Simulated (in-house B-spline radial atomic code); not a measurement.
**RPA and G0W0 on r2SCAN: Cd**

Configuration [Kr] 4d10 5s2, mean-field start r2SCAN. Computed with a B-spline radial code for spherical atoms: all electrons, non-relativistic, point nucleus, each spin shell either full or empty, empty states to l = 9 with an (l + 1/2)⁻⁴ tail; G0W0 by contour deformation at full frequency.

Without relativity these are model numbers: it shifts the levels of so heavy an element strongly and can reorder them.

Command:
```bash
python run_gw.py task.json out
```
Settings (radii: box in bohr, nucleus in fm):
```
Z                        48
electrons                48
configuration            [Kr] 4d10 5s2
hamiltonian              nr
method                   r2scan
lmax                     9
spin_polarised           False
box_radius               40
intervals                57
ion_configuration        [Kr] 4d10 5s1
```

Run time, properties included: 11 s on 1 thread of Arm Neoverse N1, with other jobs on the host.

Energies (hartree):

```csv
term,value
mean-field total,-5467.55804
Hartree-Fock functional on these orbitals,-5465.10880
direct second order,-4.2461
second-order exchange,1.1695
SOSEX correction,1.064
```

Problem. What is the RPA correlation energy, and what remains with SOSEX?

Solution. RPA gives -3.6348 hartree (-2.06 eV per electron); RPA + SOSEX gives -2.5708, and the second-order doubles -3.0765 hartree (no singles). RPA lacks exchange-type terms and so overcorrelates at short range.

Quasi-particle levels (eV):

```tsv
level	occupied	mean field	Σx - vxc	Σc	QP weight	G0W0
5s	yes	-5.455	-1.68	?	?	?
5p	no	-0.976	2.95	-1.12	0.912	0.862
```

G0W0 = mean field + (Σx - vxc) + Σc, with Σc (partial-wave tail included) taken at the quasi-particle energy. Only the outer levels were computed. Levels of low weight are left out. An empty level above zero is unbound and depends on the box.

Problem. Where does G0W0 put 5s?

Solution. At -8.591 eV, with Σc = -1.46 eV and a quasi-particle weight of 0.880. The tabulated removal energy is 8.994 eV (NIST, measured); the calculation leaves out relativity, Breit and QED terms, and what these don't explain is the method's own error.

Problem. What does it cost to remove one electron (to [Kr] 4d10 5s1) by differences of total energies, each species on its own start (correlation terms add to the Hartree-Fock functional)?

Solution. r2SCAN 8.303 eV, Hartree-Fock functional 6.782 eV, + RPA 8.756 eV, + RPA + SOSEX 8.294 eV, + second order 9.779 eV. Tabulated: 8.994 eV (NIST, measured); the calculation leaves out relativity, Breit and QED terms, and what these don't explain is the method's own error.
